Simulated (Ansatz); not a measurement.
Reaction (formal exchange of groups at the Si–O bond): `CO[SiH2]CS` + BH₃ → `B[SiH2]CS` + CH₃OH

Computed with Ansatz on PBE0-D4/def2-TZVP structures; ΔE is electronic, products minus reactants. CCSD(T)/CBS is the MP2 limit (def2-TZVPP, def2-QZVPP) plus CCSD(T) − MP2 in def2-TZVPP, frozen cores. This one scheme is used for every species. DFT in def2-TZVPP. One conformer a species, not always the lowest.

CCSD(T)/CBS gives +117.5 kJ/mol.

Q: Another level gave +100.1 kJ/mol. Which?
A. r2SCAN-D4/def2-TZVPP
B. BHLYP-D4/def2-TZVPP
C. revPBE-D4/def2-TZVPP
D. BLYP/def2-TZVPP

A: C. revPBE-D4 100.1, BHLYP-D4 128.9, r2SCAN-D4 114.1, BLYP 109.0 kJ/mol.

Largest T1 diagnostic among the species: 0.011.

At CCSD(T), def2-SVP lies −5.9 kJ/mol from the extrapolated value and def2-TZVPP +0.5 kJ/mol. From PBE to PBE0 (25 % exact exchange), in def2-TZVPP and without D4, ΔE moves by +7.3 kJ/mol.
